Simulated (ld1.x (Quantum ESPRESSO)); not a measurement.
## Before and after: ultrasoft potential for gallium (Ga)

* Element: gallium (Ga)
* Generator: ld1.x (Quantum ESPRESSO) 7.5
* Type: ultrasoft
* Functional: LDA (PZ)
* Relativity: scalar-relativistic
* Frozen core: [Ne]
* Valence charge: 21
* Reference configuration: 3s2 3p6 3d10 4s1 4p0 (charge +2)
* Partial waves: 3s (bound): rcut 1.00, rcutus 1.10 bohr; 4s (bound): rcut 1.00, rcutus 1.10 bohr; 3p (bound): rcut 0.95, rcutus 1.20 bohr; 4p (bound, empty): rcut 0.95, rcutus 1.20 bohr; 3d (bound): rcut 1.15, rcutus 1.40 bohr; 3d channel at -1.55 Ry: rcut 1.15, rcutus 1.40 bohr; 4f channel at 0.45 Ry: rcut 1.15, rcutus 1.30 bohr; 4f channel at 1.25 Ry: rcut 1.15, rcutus 1.30 bohr
* Local potential: all-electron potential smoothed inside 1.25 bohr (lloc = -1)
* Core correction: a·sin(br)/r model core, default radius (core density twice the valence density)
* Augmentation charge: PSQ, inside the norm-conserving radii

Change: waves 3p (bound): rcut 0.95, rcutus 1.56 bohr; 4p (bound): rcut 0.95, rcutus 1.56 bohr.

Cutoffs: the cutoffs (Ry, on a coarse ladder) from which the occupation-weighted sum of valence levels, in a spherical-Bessel basis at the reference potential, stays within 10 and 1 mRy of its value at 400 Ry; they do not see the model core or the augmentation charge, which bear on the density cutoff. Errors are all-electron minus pseudo energies relative to the spin-unpolarised reference configuration.

Task: What does the change do?

Result: The potential gets neither clearly harder nor softer (90 Ry and 140 Ry → 80 Ry and 140 Ry); the s channel sets the loose cutoff, while the largest relative change is in p, which becomes softer; the number of tests that count goes from 9 to 4 (the test run of the changed file stopped, so its transferability is not established); of the 4 tests that both files solve, the error grows in 2 and shrinks in 0 by more than 15 % and 0.3 meV (median size 1.4 → 4.8 meV); neither file shows a bound ghost at the reference potential, the only one tested.

| quantity | base | changed |
| --- | --- | --- |
| cutoff, loose | 90 Ry | 80 Ry |
| cutoff, tight | 140 Ry | 140 Ry |
| loose cutoff by channel (10 mRy a level) | s 70 Ry, p 50 Ry, d 45 Ry | s 70 Ry, p 30 Ry, d 45 Ry |
| bound ghosts | none | none |
| tests counted (converged, no solver errors) | 9 of 9 | 4 of 9 (the test run stopped) |
| error for 3s2 3p6 3d10 4s2 4p1, meV [ΔE -27.39 eV] | +1.4 | +4.5 |
| error for 3s2 3p6 3d10 4s2 4p0, meV [ΔE -21.50 eV] | +1.3 | +1.3 |
| error for 3s2 3p6 3d10 4s0 4p0, meV [ΔE 31.60 eV] | -6.0 | -6.1 |
| error for 3s2 3p6 3d10 4s2 4p1.3, meV [ΔE -27.97 eV] | +0.2 | +5.0 |
| lowest overlap eigenvalue by channel | s 0.15, p 0.11, d 0.49, f 0.96 | s 0.15, p 0.73, d 0.49, f 0.96 |

Changed file: Tests not counted: 3s2 3p6 3d10 4s1 4p2 (solver errors, printed error -5695 eV); 3s2 3p6 3d9 4s2 4p1 (solver errors, printed error -4.1 eV).
